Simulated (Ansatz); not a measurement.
Isomers of Hg$_{2}$Br$_{4}$⁻ (doublet), relaxed with r2SCAN-D4/def2-SVPD; total energies from Ansatz at PBE0-D4/def2-SVP.

```csv
isomer,description,energy (Eh)
A,point group D2d; 4 × Br–Hg 2.58 Å; 1 × Hg–Hg 2.83 Å,-10601.40295
B,point group not assigned; 5 × Br–Hg 2.54 to 2.91 Å,-10601.40501
C,point group C3v; 7 × Br–Hg 2.54 to 2.93 Å,-10601.40869
D,point group Cs; 6 × Br–Hg 2.53 to 2.99 Å,-10601.40791
E,point group not assigned; 4 × Br–Hg 2.54 to 2.72 Å,-10601.40775
```

In the def2 sets Hg takes a core potential; there is no spin–orbit coupling.

The isomers come from a short search, and lower ones may exist.

Task: Work out the relative energies (1 Eh = 2625.5 kJ/mol) and the Boltzmann populations at 298 K from electronic energies alone (R = 8.314 J/mol/K).

Result: ΔE: A 15.1, B 9.7, C 0.0, D 2.0, E 2.5 kJ/mol. RT = 2.48 kJ/mol. Factors exp(−ΔE/RT): A 0.00227, B 0.02, C 1, D 0.446, E 0.365; sum 1.833. Populations: A 0.1 %, B 1.1 %, C 54.5 %, D 24.3 %, E 19.9 %. Zero-point energy, vibrational entropy and symmetry numbers are left out and can shift these; an error of 4 kJ/mol changes a ratio by a factor of 5.0. Over the other density-functional and correlated levels in def2 sets, the gap between C and D ranges from 0 to 13 kJ/mol.
